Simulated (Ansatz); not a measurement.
Born–Oppenheimer molecular dynamics of a periodic cell of 34 atoms, H22CO11 (contents 10 H2O + 1 H2CO, density as packed 0.97 g/cm³ with natural masses). It starts from a partly relaxed structure (largest force component 0.17 eV/Å).

Computed with DFT PBE-D3(BJ), scalar-relativistic, plane waves, PAW in Ansatz 0.2.0. Settings: accuracy low, cutoff 420 eV, k mesh 1x1x1, fermi-dirac smearing 0.02 eV, no spin polarisation.

```yaml
ensemble: NVT, Langevin thermostat
time_step: 0.5 fs
steps_asked: 300
set_temperature: 1000 K
friction: 0.02 /fs
masses: H 2.014 u
seed: 727744
```

Frames 0.5 fs apart, positions in Å, forces in eV/Å.

Velocities at 40.0 fs (Å/ps):

```
O 7.29 -3.19 -2.65
H -11.44 10.98 3.49
H -20.29 -4.02 -12.58
O -0.86 -2.14 -12.36
H 18.08 -18.56 -3.53
H 18.03 -2.69 16.03
O -13.63 -0.77 -5.63
H 1.90 7.99 -3.44
H 16.67 -3.69 6.67
O -3.96 10.34 -10.96
H 13.08 7.71 11.12
H 18.73 2.50 -10.47
O 1.13 -8.52 2.51
H -30.07 6.41 -10.41
H -8.97 13.00 19.74
O 5.39 -4.39 5.22
H 22.51 6.27 18.22
H 28.58 -3.00 34.80
O 8.87 -7.08 -1.00
H 19.85 9.85 -0.06
H 3.71 -5.07 -37.28
O 11.71 21.14 -10.55
H -27.63 22.27 27.55
H 21.40 5.02 4.31
O 4.22 -2.76 4.17
H 11.16 8.73 -0.08
H -11.90 4.91 -5.72
O -12.19 -7.06 -3.88
H -8.32 -44.14 -14.41
H 25.10 -38.63 -36.13
O 2.18 -1.41 -11.97
C -2.96 0.68 -3.42
H 21.86 14.26 -5.87
H 7.46 -4.33 -12.11
```

```xyz
34
Lattice="7.1204 0.0000 0.0000 0.0000 7.1204 0.0000 0.0000 0.0000 7.1204" Properties=species:S:1:pos:R:3:forces:R:3 time_fs=40.0 energy_less_start_eV=2.364 T=855
O 2.366 5.654 2.260 1.14 -0.58 1.63
H 2.292 5.707 1.329 0.07 -0.02 -2.26
H 1.544 6.092 2.534 -0.52 0.36 0.76
O 5.296 1.352 6.699 -0.81 -0.66 -0.90
H 4.920 1.702 7.528 -0.59 0.40 0.43
H 6.232 1.356 6.837 1.27 0.06 0.13
O 3.975 1.674 1.836 0.37 -1.48 0.32
H 3.007 1.516 1.621 0.82 -0.20 -0.14
H 4.465 0.730 1.888 -1.48 2.08 0.32
O 2.945 2.160 4.713 -0.61 -0.10 0.61
H 3.298 2.359 3.828 0.44 -0.59 0.03
H 3.474 1.467 5.166 0.19 0.81 -0.69
O 5.176 6.337 1.855 3.24 1.53 -1.94
H 4.334 6.096 2.151 -3.13 -1.18 0.50
H 5.195 6.579 0.873 -0.24 -0.65 1.33
O 6.072 4.668 5.303 0.17 0.44 1.14
H 6.883 5.121 5.000 -0.40 0.17 -0.26
H 5.914 3.980 4.637 0.16 -0.30 -0.61
O 7.451 -0.507 3.503 0.04 1.04 0.61
H 7.679 0.441 3.643 0.04 -0.44 -0.01
H 6.593 -0.446 3.047 -0.40 -0.28 -0.36
O 0.418 3.614 7.444 1.59 0.71 -1.34
H 1.331 3.940 7.117 -1.39 -0.07 0.83
H -0.067 3.762 6.587 -0.65 0.19 0.34
O -0.482 3.200 3.215 3.88 1.94 4.40
H 0.228 3.840 2.912 -0.81 -0.89 0.41
H -0.895 3.014 2.461 -3.05 -1.39 -5.18
O 1.262 1.292 0.732 -0.06 -1.54 -1.79
H 0.961 2.212 0.446 -0.17 -0.04 0.37
H 1.180 0.766 -0.136 0.51 0.80 1.78
O 2.236 5.502 6.677 0.82 1.19 -0.13
C 2.974 5.803 5.734 -0.18 -0.80 0.96
H 3.745 6.649 5.724 -0.82 -0.68 0.17
H 2.885 5.058 4.956 0.58 0.16 -1.45
34
Lattice="7.1204 0.0000 0.0000 0.0000 7.1204 0.0000 0.0000 0.0000 7.1204" Properties=species:S:1:pos:R:3:forces:R:3 time_fs=40.5 energy_less_start_eV=2.290 T=890
O 2.370 5.652 2.259 0.74 -0.37 1.73
H 2.288 5.714 1.329 0.12 -0.04 -2.34
H 1.533 6.089 2.528 -0.14 0.18 0.75
O 5.296 1.351 6.693 -0.04 -0.65 -0.79
H 4.929 1.693 7.527 -0.70 0.44 0.47
H 6.243 1.355 6.846 0.61 0.03 -0.02
O 3.968 1.673 1.833 0.85 -1.53 0.42
H 3.009 1.519 1.620 0.52 -0.29 -0.19
H 4.472 0.729 1.892 -1.64 2.20 0.30
O 2.943 2.165 4.708 -0.47 -0.47 1.06
H 3.305 2.362 3.834 0.53 -0.47 -0.31
H 3.483 1.469 5.161 -0.04 1.06 -0.80
O 5.178 6.333 1.857 2.44 1.26 -1.43
H 4.316 6.098 2.147 -2.39 -0.95 0.29
H 5.191 6.584 0.884 -0.18 -0.61 1.03
O 6.075 4.666 5.306 0.54 1.04 1.45
H 6.894 5.124 5.010 -0.70 0.00 -0.17
H 5.930 3.979 4.654 0.06 -0.71 -1.03
O 7.456 -0.510 3.503 -0.26 1.41 0.41
H 7.689 0.446 3.644 -0.09 -0.81 -0.09
H 6.595 -0.448 3.028 0.01 -0.28 -0.10
O 0.424 3.625 7.439 1.01 0.34 -0.72
H 1.317 3.950 7.132 -0.64 0.13 0.57
H -0.057 3.765 6.589 -0.83 0.25 0.04
O -0.480 3.199 3.217 3.64 1.84 3.55
H 0.233 3.844 2.912 -0.98 -1.05 0.46
H -0.903 3.016 2.456 -2.63 -1.14 -4.39
O 1.256 1.289 0.730 0.03 -2.25 -2.16
H 0.956 2.191 0.439 -0.24 0.41 0.23
H 1.192 0.747 -0.151 0.49 1.13 2.26
O 2.237 5.501 6.671 0.63 1.18 0.10
C 2.972 5.803 5.733 0.21 -0.67 0.59
H 3.756 6.655 5.721 -1.01 -0.86 0.19
H 2.890 5.056 4.948 0.57 0.27 -1.32
34
Lattice="7.1204 0.0000 0.0000 0.0000 7.1204 0.0000 0.0000 0.0000 7.1204" Properties=species:S:1:pos:R:3:forces:R:3 time_fs=41.0 energy_less_start_eV=2.247 T=888
O 2.373 5.651 2.257 0.37 -0.19 1.72
H 2.285 5.723 1.327 0.16 -0.06 -2.31
H 1.522 6.084 2.524 0.23 0.02 0.73
O 5.296 1.349 6.687 0.71 -0.62 -0.61
H 4.938 1.684 7.528 -0.79 0.46 0.46
H 6.256 1.354 6.856 -0.07 -0.01 -0.19
O 3.961 1.673 1.830 1.37 -1.51 0.55
H 3.011 1.519 1.619 0.16 -0.39 -0.26
H 4.477 0.731 1.899 -1.76 2.25 0.26
O 2.941 2.170 4.703 -0.39 -0.78 1.48
H 3.311 2.363 3.840 0.63 -0.34 -0.68
H 3.492 1.472 5.155 -0.23 1.23 -0.86
O 5.179 6.329 1.857 1.51 0.95 -0.80
H 4.296 6.098 2.144 -1.51 -0.70 0.04
H 5.188 6.590 0.897 -0.14 -0.54 0.64
O 6.078 4.664 5.309 0.91 1.67 1.75
H 6.906 5.128 5.020 -1.00 -0.17 -0.09
H 5.947 3.979 4.670 -0.04 -1.15 -1.46
O 7.462 -0.514 3.503 -0.51 1.74 0.22
H 7.699 0.451 3.642 -0.19 -1.14 -0.15
H 6.598 -0.450 3.010 0.33 -0.29 0.13
O 0.430 3.635 7.434 0.24 -0.10 -0.12
H 1.303 3.960 7.147 0.25 0.41 0.27
H -0.050 3.766 6.591 -0.97 0.31 -0.22
O -0.478 3.198 3.220 3.06 1.58 2.30
H 0.235 3.848 2.910 -1.07 -1.14 0.48
H -0.915 3.017 2.445 -1.95 -0.79 -3.15
O 1.251 1.285 0.728 0.15 -2.89 -2.33
H 0.951 2.171 0.431 -0.33 0.88 0.09
H 1.202 0.730 -0.162 0.45 1.36 2.56
O 2.238 5.501 6.665 0.41 1.13 0.36
C 2.970 5.803 5.733 0.63 -0.58 0.12
H 3.767 6.658 5.718 -1.17 -0.99 0.22
H 2.896 5.057 4.936 0.54 0.40 -1.14
34
Lattice="7.1204 0.0000 0.0000 0.0000 7.1204 0.0000 0.0000 0.0000 7.1204" Properties=species:S:1:pos:R:3:forces:R:3 time_fs=41.5 energy_less_start_eV=2.270 T=852
O 2.378 5.649 2.255 0.02 -0.01 1.56
H 2.282 5.732 1.324 0.21 -0.08 -2.14
H 1.511 6.079 2.520 0.56 -0.12 0.72
O 5.296 1.348 6.682 1.42 -0.57 -0.41
H 4.946 1.676 7.528 -0.85 0.47 0.42
H 6.270 1.353 6.865 -0.72 -0.05 -0.37
O 3.954 1.672 1.827 1.85 -1.45 0.67
H 3.014 1.519 1.618 -0.20 -0.48 -0.33
H 4.481 0.735 1.909 -1.84 2.25 0.22
O 2.939 2.175 4.698 -0.36 -1.04 1.87
H 3.315 2.363 3.845 0.74 -0.20 -1.05
H 3.499 1.476 5.148 -0.38 1.35 -0.87
O 5.180 6.325 1.858 0.62 0.63 -0.10
H 4.274 6.097 2.143 -0.68 -0.47 -0.17
H 5.183 6.596 0.911 -0.09 -0.43 0.16
O 6.080 4.662 5.313 1.28 2.25 2.00
H 6.918 5.132 5.028 -1.32 -0.35 0.01
H 5.962 3.978 4.685 -0.11 -1.55 -1.83
O 7.467 -0.517 3.502 -0.70 1.98 0.05
H 7.710 0.455 3.639 -0.28 -1.40 -0.19
H 6.602 -0.452 2.994 0.59 -0.29 0.32
O 0.437 3.645 7.429 -0.69 -0.55 0.34
H 1.291 3.971 7.164 1.19 0.73 -0.05
H -0.044 3.768 6.590 -0.99 0.34 -0.33
O -0.475 3.198 3.224 2.28 1.23 0.87
H 0.236 3.849 2.908 -1.11 -1.18 0.48
H -0.931 3.016 2.429 -1.13 -0.41 -1.72
O 1.245 1.281 0.725 0.30 -3.47 -2.36
H 0.947 2.152 0.423 -0.43 1.37 -0.08
H 1.212 0.714 -0.168 0.40 1.51 2.73
O 2.240 5.502 6.660 0.15 1.05 0.64
C 2.967 5.803 5.733 1.06 -0.51 -0.40
H 3.777 6.658 5.715 -1.29 -1.07 0.25
H 2.904 5.059 4.923 0.49 0.52 -0.93
34
Lattice="7.1204 0.0000 0.0000 0.0000 7.1204 0.0000 0.0000 0.0000 7.1204" Properties=species:S:1:pos:R:3:forces:R:3 time_fs=42.0 energy_less_start_eV=2.360 T=869
O 2.382 5.647 2.254 -0.32 0.16 1.23
H 2.280 5.741 1.317 0.27 -0.12 -1.77
H 1.500 6.076 2.518 0.88 -0.25 0.70
O 5.295 1.346 6.676 2.10 -0.52 -0.17
H 4.955 1.668 7.530 -0.91 0.46 0.36
H 6.285 1.353 6.873 -1.34 -0.08 -0.55
O 3.948 1.671 1.824 2.25 -1.34 0.79
H 3.016 1.517 1.616 -0.54 -0.55 -0.39
H 4.482 0.742 1.917 -1.89 2.20 0.18
O 2.937 2.179 4.695 -0.31 -1.26 2.17
H 3.321 2.361 3.850 0.82 -0.09 -1.36
H 3.506 1.480 5.142 -0.52 1.44 -0.86
O 5.181 6.321 1.858 -0.19 0.33 0.55
H 4.252 6.095 2.140 0.06 -0.28 -0.33
H 5.176 6.602 0.926 -0.03 -0.31 -0.32
O 6.083 4.661 5.319 1.57 2.63 2.09
H 6.928 5.135 5.033 -1.59 -0.50 0.09
H 5.976 3.975 4.698 -0.15 -1.79 -2.04
O 7.473 -0.519 3.501 -0.91 2.13 -0.14
H 7.721 0.456 3.636 -0.35 -1.56 -0.23
H 6.605 -0.455 2.977 0.85 -0.29 0.52
O 0.444 3.655 7.426 -1.66 -0.99 0.64
H 1.280 3.986 7.180 2.09 1.07 -0.34
H -0.043 3.772 6.588 -0.93 0.37 -0.30
O -0.471 3.198 3.227 1.53 0.92 -0.43
H 0.237 3.851 2.905 -1.14 -1.21 0.46
H -0.949 3.015 2.412 -0.34 -0.08 -0.40
O 1.239 1.277 0.720 0.46 -3.97 -2.28
H 0.942 2.136 0.416 -0.53 1.82 -0.25
H 1.222 0.700 -0.171 0.35 1.62 2.81
O 2.242 5.504 6.655 -0.14 0.94 0.96
C 2.966 5.803 5.734 1.48 -0.45 -0.95
H 3.784 6.658 5.715 -1.36 -1.11 0.27
H 2.912 5.062 4.910 0.44 0.64 -0.72
34
Lattice="7.1204 0.0000 0.0000 0.0000 7.1204 0.0000 0.0000 0.0000 7.1204" Properties=species:S:1:pos:R:3:forces:R:3 time_fs=42.5 energy_less_start_eV=2.488 T=847
O 2.387 5.646 2.253 -0.64 0.34 0.77
H 2.280 5.748 1.308 0.34 -0.17 -1.27
H 1.490 6.072 2.517 1.18 -0.36 0.66
O 5.294 1.345 6.671 2.71 -0.46 0.09
H 4.965 1.660 7.534 -0.95 0.45 0.27
H 6.300 1.354 6.881 -1.92 -0.12 -0.73
O 3.941 1.670 1.821 2.62 -1.18 0.91
H 3.017 1.516 1.615 -0.89 -0.62 -0.45
H 4.480 0.750 1.928 -1.89 2.10 0.14
O 2.935 2.184 4.692 -0.28 -1.39 2.36
H 3.326 2.356 3.853 0.87 0.02 -1.60
H 3.513 1.485 5.134 -0.60 1.46 -0.80
O 5.182 6.316 1.859 -0.86 0.09 1.01
H 4.230 6.092 2.138 0.68 -0.14 -0.43
H 5.166 6.609 0.938 0.02 -0.20 -0.67
O 6.086 4.660 5.325 1.75 2.76 2.01
H 6.938 5.136 5.038 -1.78 -0.59 0.17
H 5.990 3.970 4.709 -0.16 -1.83 -2.07
O 7.478 -0.521 3.499 -1.09 2.21 -0.33
H 7.733 0.457 3.631 -0.41 -1.66 -0.25
H 6.608 -0.458 2.962 1.07 -0.29 0.70
O 0.450 3.664 7.422 -2.54 -1.41 0.84
H 1.273 4.003 7.196 2.84 1.39 -0.57
H -0.043 3.776 6.586 -0.82 0.39 -0.23
O -0.467 3.198 3.230 0.84 0.63 -1.47
H 0.237 3.851 2.903 -1.11 -1.19 0.44
H -0.968 3.015 2.396 0.32 0.19 0.68
O 1.232 1.273 0.715 0.62 -4.39 -2.12
H 0.937 2.121 0.409 -0.62 2.26 -0.42
H 1.232 0.689 -0.172 0.28 1.66 2.79
O 2.244 5.506 6.651 -0.44 0.80 1.30
C 2.964 5.803 5.734 1.87 -0.39 -1.54
H 3.787 6.657 5.714 -1.39 -1.11 0.29
H 2.921 5.066 4.895 0.38 0.74 -0.50
```

Of the whole run (150 fs, mean temperature of the second half 815 K): The mean temperature of the second half is 19 % below the set value. A run of 0.15 ps of so small a system gives no equilibrium averages. Limits of this set-up: coarse k mesh, low accuracy level.

Run time: 6.9 min on 1 thread of Intel(R) Xeon(R) Platinum 8375C CPU @ 2.90GHz (Ice Lake) (shared host), peak memory 0.47 GiB.
